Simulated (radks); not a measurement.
The numbers below are computed, except where a source is named.
All-electron atom: Fe II in [Ar] 3d6 4f1 (not the ground configuration).

Code: a radial shooting solver on a logarithmic mesh with Libxc functionals. Model: Dirac Kohn-Sham, PBE, spin-unpolarised, spherical densities, finite nucleus; open shells are shared between the two j in proportion to 2j + 1; Fermi nuclear charge, rms radius 3.7377 fm.

Energy parts (eV):
part                      energy
total                 -34604.252
kinetic                35085.472
electron-nucleus      -82460.998
Hartree                14274.717
exchange-correlation   -1503.443

Orbitals (lengths in bohr, moments of r in powers of bohr; r(90%) holds 90 % of the orbital's charge):
| orbital | occ. | eigenvalue (eV) | r(90%) | <r> | small-component weight |
|---|---|---|---|---|---|
| 1s1/2 | 2 | -7012.611 | 0.104 | 0.05845 | 8.75e-03 |
| 2s1/2 | 2 | -834.2582 | 0.414 | 0.2667 | 1.61e-03 |
| 2p1/2 | 2 | -721.3981 | 0.383 | 0.2334 | 1.59e-03 |
| 2p3/2 | 4 | -708.9134 | 0.387 | 0.2364 | 1.57e-03 |
| 3s1/2 | 2 | -109.0168 | 1.22 | 0.8112 | 3.48e-04 |
| 3p1/2 | 2 | -76.0971 | 1.31 | 0.8516 | 3.08e-04 |
| 3p3/2 | 4 | -74.5597 | 1.33 | 0.8609 | 3.02e-04 |
| 3d3/2 | 2.4 | -22.3794 | 1.86 | 1.079 | 1.95e-04 |
| 3d5/2 | 3.6 | -22.2217 | 1.87 | 1.084 | 1.94e-04 |
| 4f5/2 | 0.428571 | -2.4831 | 12.6 | 8.810 | 3.46e-06 |
| 4f7/2 | 0.571429 | -2.4831 | 12.6 | 8.811 | 3.46e-06 |

The highest occupied level is 4f7/2 at -2.483 eV. Summed over all electrons, <r^2> = 102.2 bohr^2, which gives a Langevin (diamagnetic) susceptibility term of -80.9 x 10^-6 cm^3/mol. The electron density at the nucleus is 1.509e+04 e/bohr^3.
